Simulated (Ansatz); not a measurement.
Geometry optimisation, Ansatz 0.2.0, RKS PBE-D4/def2-SVP.

The input (input.yaml):

```yaml
crystal:
  periodic: [false, false, false]
  atoms:
    - { symbol: "N", position_ang: [0.1535, 1.0243, -1.4272] }
    - { symbol: Si, position_ang: [0.7951, -0.2841, -0.4935] }
    - { symbol: Al, position_ang: [-0.4734, -0.5729, 1.4814] }
    - { symbol: I, position_ang: [-2.8935, -1.0806, 1.3611] }
    - { symbol: H, position_ang: [0.1211, 1.9032, -0.8378] }
    - { symbol: H, position_ang: [-0.899, 0.8509, -1.609] }
    - { symbol: H, position_ang: [2.2249, 0.0241, -0.1537] }
    - { symbol: H, position_ang: [0.7791, -1.4992, -1.2951] }
    - { symbol: H, position_ang: [0.2807, -0.412, 2.9566] }
basis:
  gaussian: { orbitals: def2-SVP }
hamiltonian:
  xc: pbe
  dispersion: d4
relax:
  f_tol: 0.02
  max_steps: 50
output:
  orbitals: {}
```

Command:

```bash
$ ansatz run input.yaml --threads 2 --pin off --max-ram 3072MiB --backend cpu --events-out ev --progress --plain --runs-dir out
```

Where does it end, and by what steps?

It converged. The force dipped under the threshold on the way, but the program's further checks kept it going. After 17 steps the energy has fallen by 0.337 eV; I4 moved furthest, 0.97 Å.

| step | energy less start (eV) | largest force component (eV/Å) | accepted |
| --- | --- | --- | --- |
| 0 | 0.0000 | 2.500 | yes |
| 1 | -0.2556 | 1.073 | yes |
| 2 | -0.2977 | 0.309 | yes |
| 3 | -0.3097 | 0.253 | yes |
| 4 | -0.3165 | 0.168 | yes |
| 5 | -0.3192 | 0.119 | yes |
| 6 | -0.3219 | 0.055 | yes |
| 7 | -0.3264 | 0.032 | yes |
| 8 | -0.3300 | 0.109 | yes |
| 9 | -0.3318 | 0.084 | yes |
| 10 | -0.3340 | 0.073 | yes |
| 11 | -0.3355 | 0.055 | yes |
| 12 | -0.3359 | 0.057 | yes |
| 13 | -0.3361 | 0.065 | yes |
| 14 | -0.3366 | 0.035 | yes |
| 15 | -0.3367 | 0.018 | yes |
| 16 | -0.3367 | 0.008 | yes |
| 17 | -0.3367 | 0.010 | yes |

```xyz
9
Properties=species:S:1:pos:R:3
N -0.044 0.856 -1.512
Si 0.873 -0.196 -0.438
Al -0.347 -0.706 1.653
I -2.788 -0.124 1.446
H -0.038 1.848 -1.253
H -1.019 0.580 -1.676
H 2.185 0.495 -0.158
H 1.182 -1.490 -1.154
H 0.086 -1.309 3.074
```

Whether the end is a true minimum wasn't checked by a vibrational analysis.

The run took 44 s on 2 threads of Arm Neoverse V1, with other jobs on the host, peak memory 0.15 GiB.
